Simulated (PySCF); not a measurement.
Molecule: SMILES [C@@H](CCC)(F)CC, C$_{6}$H$_{13}$F.

Geometry (Å), atoms numbered from 1 in this order:
```xyz
20

C    -3.172    0.302   -0.163
C    -1.752    0.846   -0.085
C    -0.721   -0.280   -0.040
C     0.710    0.246    0.011
F     0.958    0.966   -1.149
C     1.750   -0.867    0.120
C     3.164   -0.311    0.237
H    -3.891    1.116   -0.201
H    -3.394   -0.311    0.708
H    -3.300   -0.310   -1.053
H    -1.552    1.476   -0.954
H    -1.647    1.466    0.808
H    -0.892   -0.903    0.840
H    -0.827   -0.907   -0.929
H     0.831    0.968    0.830
H     1.674   -1.497   -0.768
H     1.513   -1.476    0.994
H     3.890   -1.119    0.268
H     3.388    0.324   -0.617
H     3.267    0.282    1.143
```

Frames of a GFN2-xTB Langevin trajectory at 200 K; GIAO PBE0/pcSseg-1 shieldings in PySCF, gas phase, non-relativistic; equivalent atoms averaged within each frame.

Referencing at the same level of theory: ¹³C (σref 186.93), ¹H (σref 31.72) against TMS; CFCl3 for ¹⁹F (σref 170.95). The references are static minima.

Q: How do the shifts (ppm) fluctuate along the trajectory?

A: 
```
         time (fs)     C4    C3    C6    C1    C2    C7      F5   H15   H14   H13
               250   91.7  55.9  36.2  20.4  19.5  12.5  -229.8  4.41  3.08  2.48
               425   99.2  43.4  37.3  18.8  21.0  14.2  -224.2  4.72  1.13  1.26
               625  102.4  47.3  41.7  18.5  30.2   8.5  -216.0  4.29  1.65  1.67
               800   97.0  44.5  37.6  19.5  31.8  11.6  -218.1  3.59  1.35  1.58
              1000  104.0  43.8  35.7  18.7  26.2  13.5  -203.0  4.47  0.83  2.21
    mean of frames   98.8  47.0  37.7  19.2  25.7  12.1  -218.2  4.30  1.61  1.84
standard deviation    4.8   5.2   2.4   0.8   5.4   2.2    10.1  0.43  0.87  0.50
```

5 frames give an uncertainty of the mean of about the standard deviation over 2.2 at best, since frames this close in time may not be independent; classical motion lacks zero-point vibration, and the reference would need the same averaging.
